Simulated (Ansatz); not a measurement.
Relaxation of CH₆AlNO (10 atoms, charge 0, multiplicity 1), to a largest force component of 0.02 eV/Å in at most 50 steps.

All numbers below come from Ansatz 0.2.0, RKS PBE-D4/def2-SVP.

```xyz
10
Properties=species:S:1:pos:R:3
C -1.306 0.242 -0.596
N -0.630 -0.844 -0.037
Al 0.826 -0.219 1.002
O 2.231 0.832 0.239
H -2.198 -0.101 -1.236
H -1.776 0.940 0.199
H -0.667 0.899 -1.260
H -0.188 -1.379 -0.834
H 0.967 -0.594 2.602
H 2.825 0.174 -0.074
```

Where does it end, and by what steps?

It converged. After 23 steps the energy has fallen by 1.329 eV; H6 moved furthest, 1.77 Å.

```
step  energy less start (eV)  largest force component (eV/Å)  accepted
   0                  0.0000                           3.358       yes
   1                 -0.4902                           1.355       yes
   2                 -0.6627                           1.169       yes
   3                 -0.7681                           0.871       yes
   4                 -0.8600                           0.751       yes
   5                 -0.8071                           2.706        no
   6                 -0.9184                           0.510       yes
   7                 -0.9573                           0.306       yes
   8                 -0.9882                           0.088       yes
   9                 -0.9916                           0.071       yes
  10                 -0.9960                           0.201       yes
  11                 -1.0050                           0.346       yes
  12                 -1.0326                           0.555       yes
  13                 -1.0799                           0.637       yes
  14                 -1.1605                           0.299       yes
  15                 -1.2298                           0.404       yes
  16                 -1.2784                           0.287       yes
  17                 -1.3013                           0.520       yes
  18                 -1.2845                           0.669        no
  19                 -1.3194                           0.127       yes
  20                 -1.3269                           0.025       yes
  21                 -1.3272                           0.074       yes
  22                 -1.3285                           0.132       yes
  23                 -1.3293                           0.011       yes
```

```xyz
10
Properties=species:S:1:pos:R:3
C -1.085 0.304 -0.882
N -0.497 -0.660 0.029
Al 1.022 -0.572 0.972
O 2.068 0.792 0.910
H -2.096 0.651 -0.561
H -0.448 1.211 -0.944
H -1.190 -0.081 -1.924
H -1.066 -1.508 0.116
H 1.447 -1.779 1.909
H 1.928 1.590 0.379
```

Whether the end is a true minimum wasn't checked by a vibrational analysis.

Time of the run: 28 s on 2 threads of AMD EPYC 7R13 Processor (Zen 3) (shared host), peak memory 0.17 GiB.
